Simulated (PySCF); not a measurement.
A series of related molecules.

All values: PBE0/pcSseg-1 (PySCF) at GFN2-xTB geometries, gas phase, one conformer each.

**Question.** Rank by the lowest IAO charge on any atom, lowest value first.
A. `C[C@@]1(F)C=CC(CF)=CC1`
B. `C[C@@]1(F)C=CC(F)=C[SiH2]1`
C. `FC1=CC[C@](F)([SiH3])C=C1`
D. `C[C@]1([SiH2]F)C=CC(F)=CC1`

**Answer.** D (-0.544 e), B (-0.515 e), A (-0.431 e), C (-0.341 e).

**Question.** Rank by the highest IAO charge on any atom, lowest value first.
A. `FC1=CC[C@](F)([SiH3])C=C1`
B. `C[C@]1(F)C=CC(F)=CC1`
C. `C[C@@]1(F)C=CC(F)=C[SiH2]1`
D. `C[C@]1([SiH2]F)C=CC(F)=CC1`

**Answer.** B (+0.318 e), A (+0.595 e), C (+0.769 e), D (+1.067 e).

**Question.** Rank by LUMO energy, highest first.
A. `C[C@@]1(F)C=CC(F)=C[SiH2]1`
B. `[C@]1(F)(C=C[C@H](CC1)F)C`
C. `FC1=CC[C@](F)([SiH3])C=C1`
D. `C[C@]1([SiH2]F)C=CC(F)=CC1`

**Answer.** B (-0.25 eV), D (-1.27 eV), C (-1.49 eV), A (-1.70 eV).

All values together:

| SMILES | change | formula | μ (D) | HOMO (eV) | LUMO (eV) | lowest IAO charge (e) | highest IAO charge (e) | lowest Hirshfeld charge (e) | highest Hirshfeld charge (e) |
| --- | --- | --- | --- | --- | --- | --- | --- | --- | --- |
| C[C@]1(F)C=CC(F)=CC1 | parent | C7H8F2 | 0.83 | -6.69 | -1.27 | -0.433 (C) | +0.318 (C) | -0.130 (C) | +0.110 (C) |
| C[C@@]1(F)C=CC(F)=C[SiH2]1 | C replaced by Si | C6H8F2Si | 0.97 | -6.99 | -1.70 | -0.515 (C) | +0.769 (Si) | -0.180 (C) | +0.340 (Si) |
| C[C@]1([SiH2]F)C=CC(F)=CC1 | SiH2 inserted into a C-F bond | C7H10F2Si | 1.94 | -6.44 | -1.27 | -0.544 (F) | +1.067 (Si) | -0.205 (F) | +0.410 (Si) |
| FC1=CC[C@](F)([SiH3])C=C1 | C replaced by Si | C6H8F2Si | 2.14 | -6.81 | -1.49 | -0.341 (F) | +0.595 (Si) | -0.130 (F) | +0.308 (Si) |
| C[C@@]1(F)C=C[C@@H](F)CC1 | H2 added to a C-C multiple bond | C7H10F2 | 0.77 | -7.87 | -0.25 | -0.431 (C) | +0.313 (C) | -0.128 (C) | +0.107 (C) |
| C[C@@]1(F)C=CC(CF)=CC1 | CH2 inserted into a C-F bond | C8H10F2 | 2.24 | -6.68 | -1.15 | -0.431 (C) | +0.311 (C) | -0.130 (F) | +0.108 (C) |

Conformers: `[CH3:1][C@:2]1([F:3])[CH:4]=[CH:5][C:6]([F:7])=[CH:8][CH2:9]1` with C1–C2–C4–C5 -95°, C4–C5–C6–F7 171°, C6–C8–C9–C2 25°, C1–C2–C9–C8 85°; `[CH3:1][C@@:2]1([F:3])[CH:4]=[CH:5][C:6]([F:7])=[CH:8][SiH2:9]1` with C1–C2–C4–C5 97°, C4–C5–C6–F7 -172°, C6–C8–Si9–C2 -18°, C1–C2–Si9–C8 -93°; `[CH3:1][C@:2]1([SiH2:3][F:4])[CH:5]=[CH:6][C:7]([F:8])=[CH:9][CH2:10]1` with C1–C2–Si3–F4 60°, C1–C2–C5–C6 -154°, C5–C6–C7–F8 -167°, C7–C9–C10–C2 -32°, C1–C2–C10–C9 167°; `[F:1][C:2]1=[CH:3][CH2:4][C@:5]([F:6])([SiH3:7])[CH:8]=[CH:9]1` with C2–C3–C4–C5 -22°, C3–C4–C5–F6 -88°, C4–C5–C8–C9 -19°, F1–C2–C9–C8 -171°; `[CH3:1][C@@:2]1([F:3])[CH:4]=[CH:5][C@@H:6]([F:7])[CH2:8][CH2:9]1` with C1–C2–C4–C5 113°, C4–C5–C6–F7 -140°, C5–C6–C8–C9 48°, C6–C8–C9–C2 -62°; `[CH3:1][C@@:2]1([F:3])[CH:4]=[CH:5][C:6]([CH2:7][F:8])=[CH:9][CH2:10]1` with C5–C6–C7–F8 173°, C1–C2–C4–C5 150°, C4–C5–C6–C7 171°, C6–C9–C10–C2 22°, C1–C2–C10–C9 -158°.

**Question.** Give the shifts from the parent, `C[C@]1(F)C=CC(F)=CC1`.

**Answer.** 
```json
{"SMILES": "C[C@@]1(F)C=CC(F)=C[SiH2]1", "change in μ (D)": "+0.14", "change in HOMO (eV)": "-0.30", "change in LUMO (eV)": "-0.43"}
{"SMILES": "C[C@]1([SiH2]F)C=CC(F)=CC1", "change in μ (D)": "+1.11", "change in HOMO (eV)": "+0.25", "change in LUMO (eV)": "0.00"}
{"SMILES": "FC1=CC[C@](F)([SiH3])C=C1", "change in μ (D)": "+1.31", "change in HOMO (eV)": "-0.12", "change in LUMO (eV)": "-0.22"}
{"SMILES": "C[C@@]1(F)C=C[C@@H](F)CC1", "change in μ (D)": "-0.06", "change in HOMO (eV)": "-1.18", "change in LUMO (eV)": "+1.02"}
{"SMILES": "C[C@@]1(F)C=CC(CF)=CC1", "change in μ (D)": "+1.41", "change in HOMO (eV)": "+0.01", "change in LUMO (eV)": "+0.12"}
```
